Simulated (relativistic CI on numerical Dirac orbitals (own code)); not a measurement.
Co⁺: L2,3 absorption edge

Computed with this model: Dirac-Coulomb-Breit CI, separate exchange-only KLI orbitals for each configuration, model QED (radiative potential, 1s self-energy scaled to tabulated hydrogen-like ionisation energies), valence Slater integrals scaled by 0.7, multiplet model of core-to-valence dipole absorption; configurations [Ar] 3d8 → [He] 2s2 2p5 3s2 3p6 3d9; 300 K; Lorentzian 0.4 eV and Gaussian 0.3 eV FWHM. Energies are those of the free ion, without screening or charge transfer. The branching ratio is the share of the lower-energy edge in the whole absorption, uncertain by about 0.02 where the edges overlap. S is read from ⟨S²⟩ = S(S + 1).

Field parameters in Wybourne normalisation: D4h B²₀ = −7Ds, B⁴₀ = 21(Dq − Dt), B⁴₄ = 21√(5/14) Dq; Oh B⁴₀ = 21Dq, B⁴₄ = √(5/14) B⁴₀; Td as Oh with Dq negative (B⁴₀ = 21Dq, B⁴₄ = √(5/14) B⁴₀). The field is a parameter set, without covalency.

Peaks in eV (height, largest 100): 778.6 (100), 779.1 (85), 781.0 (24), 793.7 (15), 794.6 (30).

(1) Which surroundings give this spectrum?
A. Oh, 10Dq = 5850 cm⁻¹
B. D4h, 10Dq = 9750, Ds = -460, Dt = 690 cm⁻¹
C. D4h, 10Dq = 8600, Ds = 780, Dt = 680 cm⁻¹
D. Td, 10Dq = -3650 cm⁻¹

Results:

(1) C. D4h, 10Dq = 8600, Ds = 780, Dt = 680 cm⁻¹, where the ground state has S = 1.00.
